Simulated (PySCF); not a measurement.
Br5Ta (SMILES [Br][Ta]([Br])([Br])([Br])[Br]), singlet, at a GFN2-xTB geometry (such geometries of metal compounds can be far from the true shape) (core potentials on Ta); PySCF with DF-PBE/def2-SVP.

The PySCF input:
```python
from pyscf import gto, scf, dft

mol = gto.M(
    atom='''
Ta    0.000000   -0.000000   -0.000000
Br    1.787048   -0.531825    1.656584
Br   -1.787048    0.531825   -1.656584
Br    0.399495    2.384048    0.334412
Br    1.233334   -1.214311   -1.720304
Br   -1.632829   -1.169737    1.385893
''',
    basis='def2-svp',
    ecp={'Ta': 'def2-svp'},
    charge=0,
    spin=0,
    verbose=4,
    symmetry=True,
)

mf = dft.RKS(mol)
mf.xc = 'pbe'
mf.irrep_nelec = {"A'": 118, 'A"': 70}
mf = mf.density_fit(auxbasis='def2-universal-jkfit')
mf.kernel()
mf.analyze()
```

The log (banner, timings and long lists left out):

```
PySCF version 2.14.0

[INPUT] verbose = 4
[INPUT] num. atoms = 6
[INPUT] num. electrons = 188
[INPUT] charge = 0
[INPUT] spin (= nelec alpha-beta = 2S) = 0
[INPUT] symmetry True subgroup None
[INPUT] Mole.unit = angstrom
[INPUT] Symbol           X                Y                Z      unit          X                Y                Z       unit  Magmom
[...]
nuclear repulsion = 2193.78185886535
point group symmetry = Cs
symmetry origin: [-5.73018335e-17 -5.73018335e-17  2.66695219e-07]
symmetry axis x: [-0.35947125  0.70312564  0.6135102 ]
symmetry axis y: [ 0.59783179  0.67834137 -0.42714183]
symmetry axis z: [ 0.71650372 -0.21323069  0.66419507]
num. orbitals of irrep A' = 120
num. orbitals of irrep A" = 72
number of shells = 72
number of NR pGTOs = 427
number of NR cGTOs = 192
basis = def2-svp
ecp = {'Ta': 'def2-svp'}

******** <class 'pyscf.df.df_jk.DFSymAdaptedRKS'> ********
method = DFSymAdaptedRKS
initial guess = minao
damping factor = 0
level_shift factor = 0
DIIS = <class 'pyscf.scf.diis.CDIIS'>
diis_start_cycle = 1
diis_space = 8
diis_damp = 0
SCF conv_tol = 1e-09
SCF conv_tol_grad = None
SCF max_cycles = 50
direct_scf = False
XC library pyscf.dft.libxc version 7.1.2
    S. Lehtola, C. Steigemann, M. J. T. Oliveira, and M. A. L. Marques,  SoftwareX 7, 1–5 (2018)
XC functionals = pbe
    J. P. Perdew, K. Burke, and M. Ernzerhof,  Phys. Rev. Lett. 77, 3865 (1996)
    J. P. Perdew, K. Burke, and M. Ernzerhof,  Phys. Rev. Lett. 78, 1396 (1997)
    J. P. Perdew, K. Burke, and M. Ernzerhof,  Phys. Rev. Lett. 77, 3865 (1996)
    J. P. Perdew, K. Burke, and M. Ernzerhof,  Phys. Rev. Lett. 78, 1396 (1997)
radial grids:
    Treutler-Ahlrichs [JCP 102, 346 (1995); DOI:10.1063/1.469408] (M4) radial grids

becke partition: Becke, JCP 88, 2547 (1988); DOI:10.1063/1.454033
pruning grids: <function nwchem_prune>
grids dens level: 3
symmetrized grids: True
atomic radii adjust function: <function treutler_atomic_radii_adjust>
small_rho_cutoff = 0
Freeze 188 electrons in irreps ["A'", 'A"']
    0 free electrons in irreps
Set gradient conv threshold to 3.16228e-05
Initial guess from minao.
tot grids = 126128
init E= -12907.077390707
HOMO (A") = -0.420382666108058  LUMO (A') = -0.452568320962758  gap/eV = -0.87582

WARN: A' HOMO -0.452568826115068 > system LUMO -0.452568320962758

WARN: A' LUMO -0.452568320962758 < system HOMO -0.420382666108058

WARN: A" HOMO -0.420382666108058 > system LUMO -0.452568320962758

[...]

WARN: A" LUMO -0.105458589783337 < system HOMO -0.105920897048828

cycle= 45 E= -12924.3218073824  delta_E= 0.00171  |g|= 0.166  |ddm|=  2.5
HOMO (A") = -0.106676778349672  LUMO (A') = -0.282929141557221  gap/eV = -4.79607

WARN: A' LUMO -0.282929141557221 < system HOMO -0.106676778349672

WARN: A" HOMO -0.106676778349672 > system LUMO -0.282929141557221

cycle= 46 E= -12924.3199871851  delta_E= 0.00182  |g|= 0.166  |ddm|= 1.65
HOMO (A") = -0.106837349342325  LUMO (A') = -0.282296394027087  gap/eV = -4.77448

WARN: A' LUMO -0.282296394027087 < system HOMO -0.106837349342325

WARN: A" HOMO -0.106837349342325 > system LUMO -0.282296394027087

cycle= 47 E= -12924.3263306668  delta_E= -0.00634  |g|= 0.142  |ddm|= 2.53
HOMO (A") = -0.106586930729438  LUMO (A') = -0.283642157221511  gap/eV = -4.81792

WARN: A' HOMO -0.283976815392452 > system LUMO -0.283642157221511

WARN: A' LUMO -0.283642157221511 < system HOMO -0.106586930729438

WARN: A" HOMO -0.106586930729438 > system LUMO -0.283642157221511

WARN: A" LUMO -0.10601286616957 < system HOMO -0.106586930729438

cycle= 48 E= -12924.32503896  delta_E= 0.00129  |g|= 0.119  |ddm|= 0.854
HOMO (A") = -0.106383992388505  LUMO (A') = -0.283048292495929  gap/eV = -4.80728

WARN: A' LUMO -0.283048292495929 < system HOMO -0.106383992388505

WARN: A" HOMO -0.106383992388505 > system LUMO -0.283048292495929

WARN: A" LUMO -0.105810536787516 < system HOMO -0.106383992388505

cycle= 49 E= -12924.3164842421  delta_E= 0.00855  |g|= 0.158  |ddm|= 3.32
HOMO (A") = -0.107508276258958  LUMO (A') = -0.283208509579682  gap/eV = -4.78105

WARN: A' LUMO -0.283208509579682 < system HOMO -0.107508276258958

WARN: A" HOMO -0.107508276258958 > system LUMO -0.283208509579682

cycle= 50 E= -12924.328491813  delta_E= -0.012  |g|= 0.118  |ddm|= 2.57
SCF not converged.
SCF energy = -12924.328491813
**** SCF Summaries ****
Total Energy =                      -12924.328491812957509
Nuclear Repulsion Energy =            2193.781858865350841
One-electron Energy =               -22385.815043145972595
Two-electron Energy =                 7267.704692467665154
Two-electron Coulomb Energy =         7729.278749398214131
DFT Exchange-Correlation Energy =     -461.574056930548522
HOMO-LUMO gap [eV] =                    -4.781046872694287
Wave-function symmetry = A'
occupancy for each irrep:     A'   A"
                              59   35
**** MO energy ****
[...]
Dipole moment(X, Y, Z, Debye): -0.23235,  1.33963,  0.68072
```

Convergence was not reached.
